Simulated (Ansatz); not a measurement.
The pair A = NH3 (SMILES N) (first 4 atoms), B = ClH3Si (SMILES [SiH3]Cl); geometry from B3LYP-D3(BJ)/def2-TZVP.
(charge 0, multiplicity 1):
```xyz
9

N     -0.09384    -0.07481     0.31170
H     -0.30931     0.89875     0.49351
H      0.52875    -0.11158    -0.48725
H     -0.96142    -0.52831     0.04872
Si     0.43224    -1.03704     3.20463
Cl    -1.32243     0.06466     3.36586
H      0.71456    -1.51188     4.57915
H      1.53625    -0.17109     2.76186
H      0.22062    -2.20173     2.33080
```

Correlated levels freeze the cores. MP2 and its Hartree–Fock in aug-cc-pV(Q+d)Z are density fitted.

Run with Ansatz (Gaussian orbitals). Each number belongs to the level named beside it.

Total energies (hartree), monomers frozen at their geometry in the pair:

| structure | MP2/aug-cc-pV(D+d)Z | MP2/aug-cc-pV(Q+d)Z | CCSD(T)/aug-cc-pV(D+d)Z |
|---|---|---|---|
| AB | -806.9064871 | -807.1051640 | -806.9715059 |
| A in the pair's basis | -56.4057337 | -56.4777624 | -56.4262249 |
| B in the pair's basis | -750.4959902 | -750.6215767 | -750.5407720 |
| A | -56.4047403 | -56.4776355 | -56.4252220 |
| B | -750.4948718 | -750.6213592 | -750.5395849 |

Problem. Work out the interaction energy without and with the counterpoise correction, and the superposition error, for each level.

Solution. 
E(AB) − E(A) − E(B), times 627.509 kcal/mol, with the monomers in their own basis and then in the pair's basis:
- MP2/aug-cc-pV(D+d)Z: -4.31 uncorrected, -2.99 corrected; the monomers gain 1.33 kcal/mol from borrowed functions
- MP2/aug-cc-pV(Q+d)Z: -3.87 uncorrected, -3.66 corrected; the monomers gain 0.22 kcal/mol from borrowed functions
- CCSD(T)/aug-cc-pV(D+d)Z: -4.20 uncorrected, -2.83 corrected; the monomers gain 1.37 kcal/mol from borrowed functions

Ansatz is a first-principles code.
